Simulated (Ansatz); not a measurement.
Program: Ansatz. Geometries: PBE0-D4/def2-TZVP. ΔE: electronic, gas phase. CCSD(T)/CBS is the MP2 limit (def2-TZVPP, def2-QZVPP) plus CCSD(T) − MP2 in def2-TZVPP, frozen cores. Functionals use def2-TZVPP. B3LYP here is the variant with VWN-RPA as its local correlation; programs differ in this. One conformer a species, not always the lowest.

Reaction (ligand exchange at the Si–N bond): `CC(C)N[Si](Cl)(Cl)Cl` + `S[SiH2]Cl` → `Cl[SiH2]S[Si](Cl)(Cl)Cl` + `CC(C)N`

`CC(C)N[Si](Cl)(Cl)Cl`:

```xyz
16

C    -1.022    0.281   -1.470
C    -0.557   -0.012   -0.053
C    -1.319    0.801    0.980
N     0.880    0.203    0.078
Si    2.011   -0.982    0.427
Cl    1.632   -1.907    2.207
Cl    2.032   -2.479   -0.962
Cl    3.839   -0.096    0.493
H    -2.091    0.085   -1.579
H    -0.847    1.332   -1.719
H    -0.479   -0.335   -2.190
H    -0.734   -1.075    0.151
H    -1.153    1.871    0.821
H    -0.988    0.551    1.989
H    -2.393    0.615    0.909
H     1.190    1.148   -0.083
```

`S[SiH2]Cl`:

Cartesian coordinates in Å:
```
S 0.638 -1.310 -0.886
Si -0.202 0.104 0.453
Cl -1.718 1.203 -0.392
H 1.232 -0.380 -1.654
H 0.814 1.074 0.913
H -0.763 -0.690 1.566
```

`Cl[SiH2]S[Si](Cl)(Cl)Cl`:

```xyz
9

Cl   -0.797   -2.417   -0.361
Si    0.970   -1.412   -0.148
S     0.908    0.550   -0.995
Si   -0.703    1.437    0.039
Cl   -0.426    3.443   -0.069
Cl   -2.489    0.987   -0.810
Cl   -0.773    0.870    1.990
H     2.016   -2.096   -0.937
H     1.294   -1.362    1.290
```

`CC(C)N`:

Z-matrix (Å, degrees):
```
C
C 1 1.517
H 1 1.094 2 111.2
H 1 1.093 2 110.1 3 119.6
H 1 1.092 2 111.0 3 -119.9
C 2 1.517 1 111.4 3 179.9
N 2 1.458 1 108.8 3 -60.1
H 2 1.104 1 107.8 3 61.7
H 6 1.094 2 111.2 1 -179.8
H 6 1.092 2 111.0 1 -59.9
H 6 1.093 2 110.1 1 60.5
H 7 1.013 2 110.6 1 60.0
H 7 1.013 2 110.6 1 178.4
```

```
             level  ΔE (kJ/mol)  difference from CCSD(T)/CBS
            PBE-D4          5.2                         -9.2
           PBE0-D4          9.3                         -5.1
          B3LYP-D4         15.1                          0.7
           ωB97X-V         18.5                          4.1
           ωB97M-V         16.7                          2.3
            B2PLYP         20.0                          5.6
               PBE          9.2                         -5.2
            r2SCAN         14.1                         -0.3
              PBE0         12.8                         -1.6
             B3LYP         22.8                          8.4
   CCSD/def2-TZVPP         23.9                          9.5
CCSD(T)/def2-TZVPP         20.1                          5.7
     HF/def2-QZVPP         35.4                         21.0
    MP2/def2-QZVPP         10.8                         -3.6
      HF/CBS(def2)         35.6                         21.2
    CCSD/CBS(def2)         18.2                          3.8
       CCSD(T)/CBS         14.4                            0
```

Largest T1 diagnostic among the species: 0.010.

In def2-TZVPP, CCSD(T) changes the Hartree–Fock value by −14.5 kJ/mol (the triples alone add −3.8 kJ/mol) and MP2 by −20.8 kJ/mol. The D4 term adds −7.7 kJ/mol with B3LYP and −3.5 kJ/mol with PBE0; it sums over pairs of atoms, weighted by their polarisabilities, and B3LYP, whose exchange is more repulsive, gets the larger term. From PBE to PBE0 (25 % exact exchange), in def2-TZVPP and without D4, ΔE moves by +3.6 kJ/mol.
